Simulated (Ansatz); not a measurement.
Input for Ansatz (a first-principles code): U-B3LYP/cc-pVTZ on CH5BeN (SMILES [CH3][Be][NH2]), a point of a bond scan (R = 0.806 Å).

Ansatz 0.2 input:
```yaml
crystal:
  periodic: [false, false, false]
  atoms:
    - {symbol: Be, position_ang: [-0.05338971, -0.02644051, 0.04849133]}
    - {symbol: C, position_ang: [1.12094596, 0.43700284, -1.06892021]}
    - {symbol: H, position_ang: [2.03930215, -0.15003544, -0.97439473]}
    - {symbol: H, position_ang: [1.40420627, 1.48665163, -0.93499189]}
    - {symbol: H, position_ang: [0.77510618, 0.33497700, -2.10183487]}
    - {symbol: N, position_ang: [-1.10234757, -0.43074027, 1.05075998]}
    - {symbol: H, position_ang: [-1.43406448, -1.16328442, 1.10758088]}
    - {symbol: H, position_ang: [-1.49730479, 0.17375412, 1.75367146]}
basis:
  gaussian:
    orbitals: cc-pVTZ
hamiltonian:
  xc: {name: B3LYP}
magnetization: {spin_polarized: true, initial_magnetization: 0}
```

The head of its log:

```
WARN ansatz: RAYON_NUM_THREADS=1 ignored (pool sized by the plan → 1); use --threads N
Functional definition: B3LYP
integrals: 0.05 GiB planned
801 factors; their error is unknown
mean field: 0.64 GiB planned
mean field evaluation 1: about -2996.0410 eV, gradient 6.3e1 eV
mean field evaluation 2: about -2977.2519 eV, gradient 8.2e1 eV
```

What total energy does the run end on?

-110.6626 hartree.
